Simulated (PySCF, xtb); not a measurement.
H6O4SnZr, SMILES [OH][Zr]([OH])([OH])[O][SnH3], multiplicity 1.

GFN2-xTB (xtb 6.7.1) at its own geometry gives an orbital gap of 5.08 eV and a dipole moment of 3.35 D.

Geometry: PBE0-D3(BJ)/def2-SVP. The spin state was assumed, not searched. The def2 effective core potentials stand for the cores of Sn, Zr; spin–orbit coupling is left out. Other conformers were not sampled.

Q: What does PySCF with PBE/def2-TZVP give? (An estimate is asked for; the answer gives what the named calculation found.)

A: gap 5.33 eV (levels -6.56 and -1.23 eV), dipole 0.11 D.
